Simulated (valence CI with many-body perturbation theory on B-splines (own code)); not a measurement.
The numbers below are computed, except where a source is named.
**Lu LI: what the settings do**

Method: relativistic CI+MBPT: three valence electrons over a frozen Dirac-Fock core [Ar], radial functions for each j: 6 s, 6 p, 5 d, 5 f, 1 g, with the one-electron correlation potential Σ1 (screened to all orders), the two-electron term Σ2, the three-electron term Σ3, Breit, model QED; selected single and double excitations, second order for the rest (own B-spline code, finite nucleus).

The last digits are not significant, and no measured levels were compared; by estimate large intervals hold to a few tenths of a per cent, small ones and those within an open d or f shell to about a per cent. Only levels of the ground parity were solved; by the run's estimate the other parity begins above the list, which can be wrong where configurations are misplaced.

The reference run has the lowest level (3d3/2^3) J=3/2 and an ionisation energy of 4532.95 eV. Its largest variational space holds 2196 state functions.

Levels are named by their leading jj configuration (3d3/2^4 stands for four electrons in 3d with j = 3/2), which in mixed levels can hold well under half, so a name can repeat and another be missing. Letters in brackets count levels of one name in rising energy.

Changed runs:
A. hole-hole ladder in Σ2 on → off
B. scale of Σ2 1 → 1.2; three-electron term on → off
C. Breit term on → off; QED terms on → off
D. size limit of the variational space 10000 → 100; second order for the rest on → off (bad on purpose)

Excitation energies of the reference run in cm⁻¹, and shifts in cm⁻¹:

```tsv
Level	Reference	A	B	C	D
(3d3/2^2 3d5/2) J=5/2 [a]	425825	-3926	+582	+11810	-411
(3d3/2^2 3d5/2) J=3/2	475279	-1701	-1114	+9569	+751
(3d3/2^2 3d5/2) J=7/2	502623	-4176	+464	+18961	+185
(3d3/2^2 3d5/2) J=9/2	503853	-6047	+856	+22359	-413
(3d3/2^2 3d5/2) J=1/2	515984	-86	-1855	+11357	-1120
(3d3/2^2 3d5/2) J=5/2 [b]	691120	+3746	-1229	+11433	+2197
(3d3/2 3d5/2^2) J=7/2 [a]	919891	-4925	+968	+24825	-980
(3d3/2 3d5/2^2) J=9/2	954346	-6240	+832	+31225	-399
(3d3/2 3d5/2^2) J=3/2 [a]	994206	+349	+388	+19578	-89
(3d3/2 3d5/2^2) J=1/2	1016700	+724	-1890	+21499	-773
(3d3/2 3d5/2^2) J=11/2	1028420	-7714	+769	+36806	-1598
(3d3/2 3d5/2^2) J=5/2 [a]	1031550	-879	-24	+21540	+945
Ionisation energy (eV)	4532.95	-0.81	+1.14	+3.83	-0.32
```
